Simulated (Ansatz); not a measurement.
Start from `BO[SiH2]Br` and change one atom or group to get `BO[SiH2][GeH3]`.

Ansatz, PBE0-D4/def2-TZVP geometries, multiplicity 1. Each molecule was computed in one conformer, which needn't be the lowest.

Scalar relativity is left out up to krypton.

| property | `BO[SiH2]Br` |
| --- | --- |
| size of the dipole moment (PBE/def2-TZVPP) / D | 1.05 |
| HOMO–LUMO gap (PBE0/def2-TZVPP) / eV | 7.65 |
| HOMO–LUMO gap (ωB97M-V/def2-TZVPP) / eV | 11.78 |
| HOMO–LUMO gap (PBE/def2-TZVPP) / eV | 5.27 |
| size of the dipole moment (B3LYP/def2-TZVPP) / D | 1.15 |
| LUMO energy (PBE/def2-TZVPP) / eV | -1.99 |

(1) Give the same properties after the change, and the shifts. (Estimate.)

Results:

(1) Computed: 
```csv
property,`BO[SiH2][GeH3]`,shift
size of the dipole moment (PBE/def2-TZVPP) / D,0.86,-0.19
HOMO–LUMO gap (PBE0/def2-TZVPP) / eV,7.35,-0.30
HOMO–LUMO gap (ωB97M-V/def2-TZVPP) / eV,11.32,-0.46
HOMO–LUMO gap (PBE/def2-TZVPP) / eV,5.08,-0.19
size of the dipole moment (B3LYP/def2-TZVPP) / D,0.79,-0.36
LUMO energy (PBE/def2-TZVPP) / eV,-1.73,0.26
```

With PBE0 the HOMO rises by 0.55 eV and the LUMO rises by 0.26 eV, so the gap narrows by about 0.29 eV. PBE moves the HOMO by 0.45 eV and ωB97M-V by 0.67 eV. Dipoles are sizes alone; their direction can turn.

B3LYP here is the variant with VWN-RPA as its local correlation; programs differ in this.

Spin–orbit coupling is left out; it splits and shifts lone-pair levels of the heavy atoms by tenths of an eV.
